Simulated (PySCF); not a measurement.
Input for PySCF:
```python
from pyscf import gto, scf, dft

mol = gto.Mole()
mol.atom = '''
    Si    3.33832110   -0.37970191   -0.14804131
    F     3.73824609   -1.25390941   -1.33316548
    C     1.50924660   -0.20453968   -0.14037042
    C     0.24989598   -0.12843980   -0.22207113
    Si   -1.56214059   -0.03556213   -0.16136208
    Cl   -2.25994539   -0.85018470    1.46011135
    Cl   -2.07360574    1.99120523   -0.26465012
    H     3.94497994    0.95165851   -0.34513381
    H     3.74749044   -1.09664413    1.01293018
    H    -2.17481125   -0.63245743   -1.41731360
'''
mol.basis = 'sto-3g'
mol.verbose = 4
mol.build()

mf = dft.RKS(mol)
mf.xc = 'pbe0'
mf.kernel()
g = mf.nuc_grad_method()
grad = g.kernel()
```

Q: Estimate the nuclear repulsion energy that PBE0/STO-3G, gradient (PySCF) returns for this input.

A: 527.7192 Eh

Q: What is the computed total energy (PBE0/STO-3G, gradient)?

A: -1657.493556 Ha

Q: What is the computed dipole moment (PBE0/STO-3G, gradient)?

A: 2.89 D

Q: Predict the Mulliken (on the basis functions themselves) charges in atom order from PBE0/STO-3G, gradient.

A: Si1 0.80, F2 -0.26, C3 -0.23, C4 -0.24, Si5 0.84, Cl6 -0.29, Cl7 -0.32, H8 -0.11, H9 -0.12, H10 -0.06

Q: What is the computed HOMO energy (PBE0/STO-3G, gradient)?

A: -6.07 eV
